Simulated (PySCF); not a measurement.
Zn(I)(Me) (CH₃IZn), SMILES [CH3][Zn][I].

Coordinates come from a PBE0-D3(BJ)/def2-SVP optimisation. The def2 effective core potentials stand for the cores of I; spin–orbit coupling is left out.

Method: HF/def2-TZVPD (PySCF).

Symmetry labels are those of the subgroup Cs that the program uses (full group C3v).

Computed valence orbital energies around the gap with their symmetry:
| orbital | symmetry | energy (eV) |
|---|---|---|
| HOMO−7 | A" | -22.83 |
| HOMO−6 | A' | -22.11 |
| HOMO−5 | A" | -14.82 |
| HOMO−4 | A' | -14.82 |
| HOMO−3 | A' | -12.26 |
| HOMO−2 | A' | -10.63 |
| HOMO−1 | A' | -9.96 |
| HOMO | A" | -9.96 |
| LUMO | A' | 1.11 |
| LUMO+1 | A" | 1.11 |
| LUMO+2 | A' | 1.22 |
| LUMO+3 | A' | 1.59 |
